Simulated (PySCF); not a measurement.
Vertical excitations of a molecule CH₆FNOSi from TDDFT-PBE/def2-SVPD run with PySCF 2.14.0, as energy in eV (oscillator strength): 6.52 (0.037), 6.71 (0.001), 6.81 (0.031), 7.09 (0.010), 7.25 (0.024), 7.33 (0.015), 7.55 (0.016), 7.66 (0.007), 7.68 (0.004), 7.73 (0.048). Lowest triplet (TDA): 6.17 eV. Coordinates come from a B3LYP-D3(BJ)/def2-SVP optimisation. One conformer was computed; it need not be the lowest.

Task: Identify the compound among the candidates.
A) N[Si@@H](O)CF
B) C[Si@@](N)(O)F
C) CO[SiH](N)F
D) NC[Si@@H](O)F

Result: C, CO[SiH](N)F
